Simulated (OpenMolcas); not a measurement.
## Tc5+ in a point-charge field

Tc5+ among 6 point charges of -1.36 e arranged as a trigonal antiprism (D3d), 2.2 Å from the ion, with a polar angle of 48.2° against the regular 54.74°.

| Item | Value |
| --- | --- |
| Program | OpenMolcas 26.06 |
| Method | CASSCF |
| Basis | ANO-RCC-VTZP [7s6p4d2f1g] |
| Scalar Hamiltonian | DKH2, point nucleus |
| Active space | 2 electrons in 5 orbitals (4d) |
| State averaging | 2S+1 = 3 even, 10 roots; 2S+1 = 1 even, 15 roots |
| Spin-orbit coupling | RASSI with atomic mean-field integrals over the reference wave functions |

The lowest spin-free states (labels of D3, the rotations of D3d), above the lowest:

| State | Degeneracy | E (cm-1) | Free-ion L (%) |
| --- | --- | --- | --- |
| 3A2 | 1 | 0.0 | F (95) |
| 3E | 2 | 539.2 | F (100) |
| 3A1 | 1 | 2208 | F (100) |
| 3E | 2 | 3578 | F (98) |
| 3A2 | 1 | 5769 | F (91) |
| 1A1 | 1 | 12428 | D (97) |
| 1E | 2 | 13219 | D (69) |
| 1E | 2 | 14887 | D (84) |
| 3A2 | 1 | 14915 | P (86) |
| 1E | 2 | 17457 | G (72) |
| 3E | 2 | 18812 | P (98) |
| 1A1 | 1 | 20900 | G (98) |
| 1A2 | 1 | 21168 | G (100) |
| 1A1 | 1 | 24547 | G (99) |
| 1E | 2 | 24681 | G (98) |
| 1E | 2 | 24979 | G (84) |
| 1A1 | 1 | 51057 | S (98) |

The lowest levels with spin-orbit coupling:

```json
{"E (cm-1)": "0.0", "Degeneracy": "2", "Label": "E", "2S+1": "3", "g": "0.00 0.00 0.84"}
{"E (cm-1)": "522.3", "Degeneracy": "2", "Label": "E", "2S+1": "3", "g": "0.00 0.00 0.49"}
{"E (cm-1)": "587.4", "Degeneracy": "1", "Label": "A1", "2S+1": "3", "g": ""}
{"E (cm-1)": "2256", "Degeneracy": "2", "Label": "E", "2S+1": "3", "g": "0.00 0.00 2.01"}
{"E (cm-1)": "2443", "Degeneracy": "1", "Label": "A2", "2S+1": "3", "g": ""}
{"E (cm-1)": "3633", "Degeneracy": "1", "Label": "A1", "2S+1": "3", "g": ""}
{"E (cm-1)": "3803", "Degeneracy": "2", "Label": "E", "2S+1": "3", "g": "0.00 0.00 3.45"}
{"E (cm-1)": "4065", "Degeneracy": "1", "Label": "A1", "2S+1": "3", "g": ""}
{"E (cm-1)": "4158", "Degeneracy": "1", "Label": "A2", "2S+1": "3", "g": ""}
{"E (cm-1)": "5097", "Degeneracy": "1", "Label": "A2", "2S+1": "3", "g": ""}
{"E (cm-1)": "5484", "Degeneracy": "2", "Label": "E", "2S+1": "3", "g": "0.00 0.00 4.25"}
{"E (cm-1)": "6122", "Degeneracy": "2", "Label": "E", "2S+1": "3", "g": "0.00 0.00 5.46"}
{"E (cm-1)": "8023", "Degeneracy": "2", "Label": "E", "2S+1": "3", "g": "0.00 0.00 5.09"}
{"E (cm-1)": "8064", "Degeneracy": "1", "Label": "A1", "2S+1": "3", "g": ""}
{"E (cm-1)": "13986", "Degeneracy": "1", "Label": "A1", "2S+1": "1 (83 %)", "g": ""}
{"E (cm-1)": "14481", "Degeneracy": "2", "Label": "E", "2S+1": "1 (77 %)", "g": "0.00 0.00 3.27"}
{"E (cm-1)": "16142", "Degeneracy": "2", "Label": "E", "2S+1": "1 (85 %)", "g": "0.00 0.00 3.64"}
{"E (cm-1)": "16475", "Degeneracy": "1", "Label": "A1", "2S+1": "3", "g": ""}
{"E (cm-1)": "16761", "Degeneracy": "2", "Label": "E", "2S+1": "3 (74 %)", "g": "0.00 0.00 4.12"}
{"E (cm-1)": "19055", "Degeneracy": "2", "Label": "E", "2S+1": "1 (80 %)", "g": "0.00 0.00 5.57"}
```

Powder χT (cm3 K/mol): 0.0228 at 2 K, 0.0265 at 10 K, 0.0454 at 50 K, 0.0691 at 100 K, 0.119 at 200 K, 0.172 at 300 K. The effective moment at 300 K is 2.828 √(χT) = 1.17 μB.

The lowest level has 2S+1 = 3, for which the spin-only value is χT = S(S+1) / 2 = 1.000 cm3 K/mol (g = 2). The computed 0.172 at 300 K differs by -0.828, through orbital momentum, spin-orbit coupling and any other state in reach.

Spin-orbit coupling mixes the spin-free states strongly: the lowest level takes only 47 % from its leading state, 3A2. Without dynamic correlation the repulsion within the d shell is too large (B by tens of per cent), so at a given field states of lower spin stand too high. Point charges carry no covalency, so the field is a model and not that of real ligands. No measured value stands beside these numbers.

With an even number of electrons the g values are those of a degenerate or nearly degenerate non-Kramers pair.
